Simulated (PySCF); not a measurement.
Mapped SMILES: `[CH3:1][c:2]1[p:3][cH:4][p:5][c:6]([N:7]([CH3:8])[CH3:9])[p:10]1`. Each H is labelled by its parent atom.

Isolated molecule, non-relativistic Hamiltonian, fast rotation and ring inversion assumed for equivalent nuclei, a single conformation. PBE0/pcSseg-1 with gauge-including orbitals; geometry: GFN2-xTB; PySCF.

Task: Predict the 2D correlation tables (HSQC, COSY, HMBC).

Result: 

HSQC (one-bond C–H):
```csv
δH,δC
10.74 (H(C4)),189.8 (C4)
3.55 (H(C8)/H(C9)),46.8 (C8/C9)
3.43 (H(C1)),32.3 (C1)
```

HMBC (two and three bonds, from the bond graph):
```csv
δH,δC
10.74 (H(C4)),"213.6 (C2), 206.4 (C6)"
3.55 (H(C8)/H(C9)),"206.4 (C6), 46.8 (C8/C9)"
3.43 (H(C1)),213.6 (C2)
```

No COSY cross peaks are expected.

Scale: $^{1}$H and $^{13}$C vs TMS (reference shieldings calculated alike).

Shifts are as computed. Against solution values, carbons near 30 ppm lie about +3 ppm off and those near 130 ppm about +5 ppm. Of 1211 compounds with measured shifts, 218 miss one by over three times the rms of a fit or turn the order of signals round; such compounds aren't used in these exercises.
